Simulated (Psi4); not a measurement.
C$_{2}$H$_{7}$ClGeO$_{2}$, singlet, geometry from GFN2-xTB. Base run: PBE0/STO-3G (Psi4 1.11).

Input for Psi4:
```
memory 2 GB

molecule mol {
0 1
Ge    0.039323   -0.239223    0.345228
Cl   -0.128427    1.866801    0.328761
O     1.338962   -0.758673   -0.681078
C     2.708569   -0.405562   -0.616959
O    -1.285094   -0.958032   -0.514449
C    -2.671368   -0.705973   -0.372653
H     0.172377   -0.752390    1.769137
H     3.184874   -0.851572   -1.490646
H     2.846341    0.677700   -0.646945
H     3.179703   -0.796836    0.287325
H    -3.060083   -1.145972    0.548252
H    -2.890823    0.364161   -0.373896
H    -3.161607   -1.172718   -1.227574
}

set {
  basis sto-3g
  reference rks
}

energy('pbe0')
print_variables()
```

The job was repeated with other settings on one machine. Differences are taken from the largest basis of the Pople family in the series, which isn't the basis-set limit (6-311G**: -2767.490601 Eh). The cheapest run took very roughly 9 core-seconds.

```
setting   basis functions  cost, times the cheapest (rough)  difference in total energy (mEh)
--------  ---------------  --------------------------------  --------------------------------
STO-3G                 54                                 1                          31918.47
3-21G                  86                                 2                          13516.06
6-31G                  92                                 2                            627.43
6-31G**               149                                 2                            457.44
6-31G*                128                                 3                            466.61
6-311G**              184                                 3                         reference
```

Times come from a shared machine, hold the start-up and are rough. Total energies converge more slowly with the basis than energy differences do.
